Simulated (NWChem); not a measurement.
C2H8Ge; SMILES [CH3][GeH2][CH3]

```xyz
11

Ge     0.0000     0.0000    -0.3729
C     -1.6095     0.0000     0.7376
C      1.6095     0.0000     0.7376
H      0.0000     1.2496    -1.2834
H      0.0000    -1.2496    -1.2834
H     -1.6328    -0.8922     1.3808
H     -2.5145     0.0000     0.1129
H     -1.6328     0.8922     1.3808
H      2.5145     0.0000     0.1129
H      1.6328    -0.8922     1.3808
H      1.6328     0.8922     1.3808
```
Atoms are numbered in this order, from 1.

Program: NWChem. Pople sets run with spherical d functions. STO-3G and 3-21G are far too small for this property and stand as cheap habits. Structure relaxed at the PBE0/def2-SVP level. Field at 589 nm.

```tsv
level	isotropic polarisability (bohr³)	anisotropy (bohr³)
B3LYP/STO-3G	24.0	4.4
B3LYP/6-31G*	48.7	7.9
B3LYP/def2-SVP	52.2	7.6
B3LYP/def2-SVPD	61.1	10.9
B3LYP/aug-cc-pVDZ	62.4	11.5
```
